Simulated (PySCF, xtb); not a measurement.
CH5FSSi, SMILES S(C)[SiH2]F.

Geometry optimised at B3LYP-D3(BJ)/def2-SVP. Other conformers were not sampled.

Computed with C-PCM-M06-2X/def2-SVP run with PySCF 2.14.0.

The values are the electrostatic part of the solvation free energy, E(continuum) − E(gas) at the gas-phase geometry, in a cavity of scaled van der Waals radii (PySCF's table); cavitation and dispersion terms are not included. In vacuum the orbital gap is 9.81 eV. The dipole moment in vacuum is 1.67 D.

Computed values in water (ε = 78.36), acetone (ε = 20.49), n-hexane (ε = 1.88):
```csv
solvent,ε,ΔG(elec) (kcal/mol),dipole (D),gap (eV)
water,78.36,-3.2,2.10,9.93
acetone,20.49,-3.1,2.08,9.93
n-hexane,1.88,-1.4,1.85,9.87
```

For comparison, GFN2-xTB/ALPB(water) (xtb, at the GFN2-xTB geometry, all terms of that model) gives 0.5 kcal/mol.
